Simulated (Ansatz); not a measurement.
Reaction (isomerisation): `O/C=N/[SiH3]` → `C1N[SiH2]O1`

Computed with Ansatz on PBE0-D4/def2-TZVP structures; ΔE is electronic, products minus reactants. CBS: MP2 limit from def2 TZ/QZ plus the TZ coupled-cluster correction, frozen cores. Functionals use def2-TZVPP. Each species was taken in one conformer, which may not be the lowest.

`O/C=N/[SiH3]`:

```xyz
9

O     1.413    0.376   -1.958
C     0.601   -0.128   -1.026
N     0.230    0.514   -0.014
Si   -0.819   -0.096    1.215
H     1.625    1.280   -1.682
H     0.328   -1.157   -1.289
H    -1.246   -1.502    0.940
H    -0.109   -0.055    2.519
H    -2.023    0.767    1.295
```

`C1N[SiH2]O1`:

```xyz
9

C     0.081   -0.921   -0.598
N     0.427   -0.441    0.745
Si   -0.399    1.022    0.349
O    -0.756    0.161   -1.035
H    -0.500   -1.850   -0.586
H     0.946   -1.035   -1.262
H     1.368   -0.578    1.072
H     0.416    2.254    0.147
H    -1.583    1.388    1.166
```

(1) Is it downhill or uphill in electronic energy at CCSD(T)/CBS, and by how much? (Best estimate.)

(2) What do these levels give: BLYP-D4, CAM-B3LYP-D4, B2PLYP, PBE-QIDH, revPBE, BLYP, BHLYP, HF/def2-SVP, MP2/def2-SVP, SCS-MP2/def2-TZVPP, CCSD/def2-TZVPP, MP2/CBS(def2)? (Estimate.)

Largest T1 diagnostic among the species: 0.014.

Results:

(1) Ansatz gave: Downhill: ΔE = -44.2 kJ/mol.

(2) The calculation gave: BLYP-D4 -11.5, CAM-B3LYP-D4 -35.1, B2PLYP -30.5, PBE-QIDH -49.9, revPBE -17.9, BLYP -7.9, BHLYP -37.3, HF/def2-SVP -12.5, MP2/def2-SVP -13.6, SCS-MP2/def2-TZVPP -42.5, CCSD/def2-TZVPP -43.2, MP2/CBS(def2) -50.3 kJ/mol.

Leaving LDA and LC-ωPBE aside and taking each functional with its dispersion term where it has one, the values spread over 38.5 kJ/mol, from PBE-QIDH to BLYP-D4. LDA lies −16.1 kJ/mol from PBE without D4. From r2SCAN to r2SCAN0 (25 % exact exchange), in def2-TZVPP and without D4, ΔE moves by −11.1 kJ/mol.
